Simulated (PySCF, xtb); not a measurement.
In(Br)(OH)2 (BrH2InO2), SMILES [OH][In]([OH])[Br]. Other conformers were not sampled.

Harmonic wavenumbers (cm⁻¹) from xtb with GFN2-xTB at its own minimum, in rising order: 78, 92, 115, 239, 258, 305, 428, 459, 695, 739, 3601, 3646.

**Question.** What does PySCF 2.14.0 with PBE-D3(BJ)/def2-SVP give at its own minimum? (An estimate is asked for; the answer gives what the named calculation found.)

**Answer.** 85, 112, 113, 245, 254, 279, 564, 595, 829, 859, 3686, 3696. Paired by order, the mean absolute difference is 60 cm⁻¹ and the zero-point energies are 15.2 and 16.2 kcal/mol.
